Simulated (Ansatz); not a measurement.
Two shapes of singlet BeH₂.

Shape 1:

```xyz
3

H     0.0167   -0.0469   -1.3340
Be    0.0020    0.0104   -0.0489
H    -0.0145    0.0393    1.3664
```

Shape 2:

```xyz
3

H     0.0000    0.0000   -1.2320
Be    0.0000    0.0000    0.0000
H     0.0000    0.0000    1.2320
```

Basis set: def2-TZVP (spherical functions). All electrons are correlated. Charge 0, multiplicity 1.

Computed with Ansatz (development build ahead of 0.2.0); each method stands on the lowest determinant of its kind that the runs found.

Which shape is lower in energy, and by how much in each method?

| method | E(2) − E(1) (eV) |
| --- | --- |
| RHF | 0.127 |
| RHF-MP2 | 0.109 |

Shape 1 is lower.
